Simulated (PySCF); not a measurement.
Two-component Hartree-Fock for Nb³⁺ (niobium, charge +3)

Start: [Kr] 4d1 5p1; 4d5/2 filled at m_j = +5/2; 5p3/2 filled at m_j = +3/2. Calculated with PySCF 2.14 in x2c-TZVPall-2c (8s9p7d1f, 77 functions): generalised Hartree-Fock with the X2C-1e Hamiltonian and a Gaussian nucleus; one run each with spin-orbit coupling (SO) switched off, then screened by Boettger's factors. This is a chosen level, not necessarily the ground level.

```json
{"spinor shell": "1s1/2", "electrons": "2", "ε, spin-free (eV)": "-19125.4", "ε, screened SO (eV)": "-19124.5", "weight of nominal j (screened SO)": "1.000", "rms radius, screened SO (bohr)": "0.0415"}
{"spinor shell": "2s1/2", "electrons": "2", "ε, spin-free (eV)": "-2782.1", "ε, screened SO (eV)": "-2781.9", "weight of nominal j (screened SO)": "1.000", "rms radius, screened SO (bohr)": "0.171"}
{"spinor shell": "2p1/2", "electrons": "2", "ε, spin-free (eV)": "-2481.9", "ε, screened SO (eV)": "-2548.0", "weight of nominal j (screened SO)": "1.000", "rms radius, screened SO (bohr)": "0.149"}
{"spinor shell": "2p3/2", "electrons": "4", "ε, spin-free (eV)": "-2481.9", "ε, screened SO (eV)": "-2450.9", "weight of nominal j (screened SO)": "1.000", "rms radius, screened SO (bohr)": "0.154"}
{"spinor shell": "3s1/2", "electrons": "2", "ε, spin-free (eV)": "-527.84", "ε, screened SO (eV)": "-527.84", "weight of nominal j (screened SO)": "1.000", "rms radius, screened SO (bohr)": "0.471"}
{"spinor shell": "3p1/2", "electrons": "2", "ε, spin-free (eV)": "-426.96", "ε, screened SO (eV)": "-438.14", "weight of nominal j (screened SO)": "1.000", "rms radius, screened SO (bohr)": "0.471"}
{"spinor shell": "3p3/2", "electrons": "4", "ε, spin-free (eV)": "-426.96", "ε, screened SO (eV)": "-421.78", "weight of nominal j (screened SO)": "1.000", "rms radius, screened SO (bohr)": "0.481"}
{"spinor shell": "3d3/2", "electrons": "4", "ε, spin-free (eV)": "-261.85", "ε, screened SO (eV)": "-263.57", "weight of nominal j (screened SO)": "0.997", "rms radius, screened SO (bohr)": "0.471"}
{"spinor shell": "3d5/2", "electrons": "6", "ε, spin-free (eV)": "-261.85", "ε, screened SO (eV)": "-260.75", "weight of nominal j (screened SO)": "0.998", "rms radius, screened SO (bohr)": "0.474"}
{"spinor shell": "4s1/2", "electrons": "2", "ε, spin-free (eV)": "-109.03", "ε, screened SO (eV)": "-109.07", "weight of nominal j (screened SO)": "1.000", "rms radius, screened SO (bohr)": "1.22"}
{"spinor shell": "4p1/2", "electrons": "2", "ε, spin-free (eV)": "-78.658", "ε, screened SO (eV)": "-80.010", "weight of nominal j (screened SO)": "0.914", "rms radius, screened SO (bohr)": "1.33"}
{"spinor shell": "4d5/2", "electrons": "1", "ε, spin-free (eV)": "-41.336", "ε, screened SO (eV)": "-41.260", "weight of nominal j (screened SO)": "1.000", "rms radius, screened SO (bohr)": "1.80"}
{"spinor shell": "5p3/2", "electrons": "1", "ε, spin-free (eV)": "-24.523", "ε, screened SO (eV)": "-24.417", "weight of nominal j (screened SO)": "1.000", "rms radius, screened SO (bohr)": "3.49"}
```

Q: Where does 4p3/2 lie, and what is the 4p spin-orbit splitting (screened SO)?

A: At -78.101 eV, 1.909 eV above 4p1/2.

```csv
quantity,spin-free,screened SO
E (hartree),-3814.98121,-3815.38091
M_J,4,4
⟨J²⟩,20.005,20.005
⟨L²⟩,12.005,12.012
⟨S²⟩,2.001,2.008
```

Each row is a mean over spinors that exchange with the open shell spreads, by up to 4.731 eV (4p3/2).

Breit and QED terms are absent; they matter most for the inner s and p1/2 levels.

Densities and radii are taken from the X2C orbitals without a picture-change correction, which distorts them close to the nucleus.

Without spin-orbit coupling the j labels of p, d and f shells carry no meaning; the spin-free column gives the mean over the occupied spinors of each nl shell.
